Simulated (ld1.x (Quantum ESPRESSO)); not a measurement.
# Transferability test, PAW potential for Ni

nickel (Ni), PAW, made with ld1.x (Quantum ESPRESSO) 7.5 (PBE, scalar-relativistic). Core [Ar], reference 3d8 4s1 4p0 (charge +1). Waves: 4s (bound): rcut 1.95, rcutus 2.35 bohr; 4s channel at 0.8 Ry: rcut 1.95, rcutus 2.35 bohr; 4p (bound, empty): rcut 1.80, rcutus 2.10 bohr; 4p channel at 0.15 Ry: rcut 1.80, rcutus 2.10 bohr; 3d (bound): rcut 1.00, rcutus 1.20 bohr; 3d channel at -0.6 Ry: rcut 1.00, rcutus 1.20 bohr. Local part: all-electron potential smoothed inside 1.65 bohr (lloc = -1). Core correction: a·sin(br)/r model core inside 0.90 bohr. Augmentation charge: GAUSS, radius 1.10 bohr.

Energies are relative to the spin-unpolarised reference configuration 3d8 4s1 4p0; without spin polarisation the order of configurations can differ from experiment. The frozen-core shift is the all-electron ΔE with the core orbitals held at their reference shape minus the fully relaxed ΔE.

```csv
valence configuration,charge,ΔE all-electron (eV),error AE − PS (meV),frozen-core shift (meV)
3d8 4s2 4p0,0,-9.322,+4.2,+0.4
3d8 4s0 4p0,+2,17.351,+5.9,+4.0
3d8 4s1.5 4p0,+0.5,-5.605,+1.5,-0.1
3d8 4s0 4p1,+1,5.684,+4.3,+0.9
3d6 4s0 4p0,+4,112.374,-1337,+1261
3d9 4s1 4p0,0,-10.918,-45,+55
```

**Question.** What are ΔE and the potential's error for 3d7 4s0 4p0?

**Answer.** ΔE = 54.818 eV all-electron; the error (AE − PS) is -243 meV.

A variational frozen-core shift is positive and of second order in the change. This column holds negative values, so the frozen-core run of ld1.x carries numerical noise or an error of first order here, and the column gives no more than the rough size of the effect.
